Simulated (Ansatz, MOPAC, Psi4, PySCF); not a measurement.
System: C3H6S (charge 0, singlet). SMILES: C1CSC1
Coordinates optimised at B3LYP-D3(BJ)/def2-TZVP (Ansatz, a program for electronic structure):
```xyz
10

C      0.0008     1.3184     0.2509
C     -1.1480     0.2936     0.2181
S     -0.0008    -1.0285    -0.3774
C      1.1487     0.2927     0.2156
H      0.0020     1.9898     1.1112
H      0.0000     1.9219    -0.6563
H     -1.9694     0.5086    -0.4615
H     -1.5445     0.0509     1.2035
H      1.9688     0.5071    -0.4659
H      1.5473     0.0497     1.2000
```

Wanted: vertical ionisation energy to the doublet, in eV. Terms: no dispersion term unless named; non-relativistic; each state is the SCF solution reached for its charge and spin; valence correlation only; six Cartesian d functions in 6-31G* and its kin unless marked 5d; no spin-orbit coupling; PM7 with its own dispersion and hydrogen-bond terms; 6-311+G** with 5d, 6d on Na to Ar in Ansatz; open shells spin-unrestricted. First-principles rows: single points at B3LYP-D3(BJ) geometries (Ansatz). Semi-empirical rows: differences of heats of formation at the shared geometry for vertical values.

| level | program | vertical ionisation energy to the doublet (eV) |
|---|---|---|
| PM6 | MOPAC | 8.40 |
| PM7 | MOPAC | 8.42 |
| HF/6-31G* | Ansatz | 7.58 |
| HF/6-311+G** | Ansatz | 7.58 |
| PBE/6-31G* | Ansatz | 8.39 |
| PBE/6-311+G** | Ansatz | 8.50 |
| B3LYP/STO-3G | Ansatz | 6.37 |
| B3LYP/6-31G* | Ansatz | 8.53 |
| B3LYP/6-311+G** | Ansatz | 8.62 |
| M06-2X/6-31G* (5d) | PySCF | 8.70 |
| wB97X-D/6-31G* | Psi4 | 8.59 |
| MP2/6-31G* | Ansatz | 8.32 |
| MP2/6-311+G** | Ansatz | 8.52 |
| PBE/def2-TZVPD | Ansatz | 8.46 |
| wB97M-V/def2-TZVPD | Ansatz | 8.66 |
| wB97X-V/def2-TZVPD | Ansatz | 8.65 |

No value to compare with is used here. The 13 habitual levels span 6.37 (B3LYP/STO-3G) to 8.70 eV (M06-2X/6-31G* (5d)); wB97X-V/def2-TZVPD gives 8.65.

The levels are drawn from those run, B3LYP/6-31G* more often than the rest, none by its result; left out are runs that failed, that the program found above a lower state of the same kind, or whose <S^2> lies over 0.5 above the pure value.
